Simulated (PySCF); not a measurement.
Method: ωB97X-D3(BJ)/def2-TZVP // PBE0-D3(BJ)/def2-TZVP run with PySCF. Gas-phase values, no solvent. 

Reference species (SMILES): `[I][Al]([I])[I]` (neutral, multiplicity 1).

```json
{
 "HOMO–LUMO gap": "9.95 eV",
 "dipole_moment": "0.00 D",
 "LUMO": "-0.03 eV"
}
```

Changed species: `[AlH2][I]` (whole molecule; the reference has whole molecule).

What does the change do to the HOMO–LUMO gap, dipole moment and LUMO?

the HOMO–LUMO gap stays essentially unchanged; the dipole moment rises by 1.09 D, to 1.09 D; the LUMO stays essentially unchanged.
